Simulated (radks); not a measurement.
These are the eigenvalues of the occupied orbitals of an atom or ion with whole-number occupations (eV). All-electron calculation, Dirac Kohn-Sham, Slater X-alpha with alpha = 0.829, spin-unpolarised, spherical densities, point nucleus. Program: a radial shooting solver on a logarithmic mesh with Libxc functionals.

| orbital | eigenvalue |
|---|---|
| 1s1/2 | -15084.14 |
| 2s1/2 | -2030.256 |
| 2p1/2 | -1847.244 |
| 2p3/2 | -1785.833 |
| 3s1/2 | -309.5517 |
| 3p1/2 | -243.1732 |
| 3p3/2 | -233.8641 |
| 3d3/2 | -116.6422 |
| 3d5/2 | -115.0388 |
| 4s1/2 | -39.2204 |
| 4p1/2 | -23.5492 |
| 4p3/2 | -22.6002 |

Which element is it, and in what charge state? The configuration may be excited. Open shells, if any, fill j = l - 1/2 first.

Answer. Z = 37, rubidium, charge +1: Rb+ in [Kr]. The list shows which subshells hold electrons but not how many an open one holds; the 1s level, -554.33 hartree, gives Z - s = 33.3 by -(Z - s)^2/2, which with screening and relativity narrows Z to a few neighbours, and the depths of the outer levels then fix element, charge and occupations together.
